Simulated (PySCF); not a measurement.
## Computed properties of C2H4FGa, SMILES C=[CH][GaH][F]

Ga(H)(F)(vinyl) (C2H4FGa), SMILES [GaH]([CH]=C)[F]. Geometry optimised at B3LYP-D3(BJ)/def2-SVP. The structure was generated by enumeration; whether it is a known compound was not checked. One conformer was computed; it need not be the lowest. All values are computed for the isolated molecule unless a solvent is named; none is compared with measurement here.

**Structure.** The optimised structure has Cs symmetry. All 18 harmonic modes at B3LYP-D3(BJ)/def2-SVP (PySCF) are real, so it is a minimum. With heavy atoms numbered as in [GaH:1]([F:3])[CH:4]=[CH2:5], the shortest bond between them is C4–C5 at 1.342 Å and the longest Ga1–C4 at 1.947 Å.

**Vibrations.** The strongest infrared lines (harmonic, unscaled, degenerate partners summed) lie at 1987 cm⁻¹ (145 km/mol, H 99 %), 631 cm⁻¹ (88 km/mol, H 75 %, C 15 %), 523 cm⁻¹ (86 km/mol, H 70 %, C 21 %). The softest mode is at 80 cm⁻¹ and the zero-point energy is 31.6 kcal/mol.

**Electronic structure.** B3LYP/def2-TZVP (PySCF) places the frontier levels at -8.22 and -1.94 eV, a gap of 6.28 eV, and gives a dipole moment of 2.88 D and a mean polarisability of 50.5 bohr³. PBE/def2-TZVP (PySCF) at the same geometry gives -7.09 and -2.54 eV, so its gap is 1.73 eV narrower. An orbital gap is neither the optical nor the fundamental gap.

**Excitations.** TDDFT-CAM-B3LYP/def2-SVPD (PySCF) has S1 at 5.35 eV (232 nm, f = 0.000, dark); the most intense of the 10 singlets computed lies at 6.27 eV (f = 0.21). T1 (TDA) is at 4.03 eV. TDDFT-PBE/def2-SVPD (PySCF) puts S1 at 4.70 eV. No vertical singlet excitation falls in the visible range (under 3.1 eV).

**NMR.** GIAO shifts at HF/pcSseg-1 (PySCF) (non-relativistic, atoms alike by connectivity averaged): ¹³C from 146.4 to 157.3 ppm against TMS; ¹H from 5.1 to 7.0 ppm against TMS; ¹⁹F at -140.5 ppm against CFCl3.
